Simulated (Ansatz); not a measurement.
2-tert-butyl-4-fluorothiophene (C₈H₁₁FS), SMILES CC(C)(C)c1cc(F)cs1. Atoms are numbered in the order given.

```xyz
21

C     -2.3614    -0.5852     0.9980
C     -1.6707     0.0774    -0.2125
C     -2.0492    -0.6838    -1.5004
C     -2.1487     1.5331    -0.3298
C     -0.1642     0.0442    -0.0226
C      0.7259     1.0878     0.0525
C      2.0686     0.6422     0.2376
F      3.0872     1.5024     0.3354
C      2.2151    -0.7150     0.3042
S      0.6720    -1.4862     0.1369
H     -2.0559    -1.6371     1.1068
H     -2.1038    -0.0614     1.9312
H     -3.4561    -0.5597     0.8759
H     -1.7368    -1.7382    -1.4488
H     -3.1400    -0.6595    -1.6534
H     -1.5650    -0.2318    -2.3796
H     -3.2405     1.5579    -0.4680
H     -1.6878     2.0394    -1.1915
H     -1.9103     2.1089     0.5774
H      0.4601     2.1409    -0.0182
H      3.1319    -1.2836     0.4396
```
Charge 0, spin multiplicity 1.

Geometry: B3LYP-D3(BJ)/def2-SVP.

Two levels are set side by side: PBE-D3(BJ)/def2-SVP (Ansatz, a quantum-chemistry and plane-wave program) and B3LYP-D3(BJ)/def2-SVP (Ansatz). Each level has its own optimised geometry; the coordinates shown are those of the second. Differences are taken from unrounded values.

```csv
quantity,B3LYP-D3(BJ),PBE-D3(BJ),PBE-D3(BJ) minus B3LYP-D3(BJ)
mean bond length (Å),1.296,1.302,0.006
bond C1–C2 (Å),1.543,1.546,0.003
bond C2–C3 (Å),1.543,1.546,0.003
bond C2–C4 (Å),1.537,1.539,0.002
bond C2–C5 (Å),1.519,1.521,0.002
bond C5–C6 (Å),1.374,1.383,0.010
bond C5–S10 (Å),1.751,1.754,0.003
bond C6–C7 (Å),1.427,1.429,0.002
bond C7–F8 (Å),1.337,1.342,0.005
bond C7–C9 (Å),1.367,1.378,0.012
bond C9–S10 (Å),1.733,1.733,0.000
bond C1–H11 (Å),1.101,1.109,0.008
bond C1–H12 (Å),1.101,1.108,0.008
bond C1–H13 (Å),1.102,1.109,0.008
bond C3–H14 (Å),1.101,1.109,0.008
bond C3–H15 (Å),1.102,1.109,0.008
bond C3–H16 (Å),1.101,1.108,0.008
```

GGA bonds tend to be longer and softer than those of functionals with exact exchange. Differences between two approximate levels are no errors against the true value.
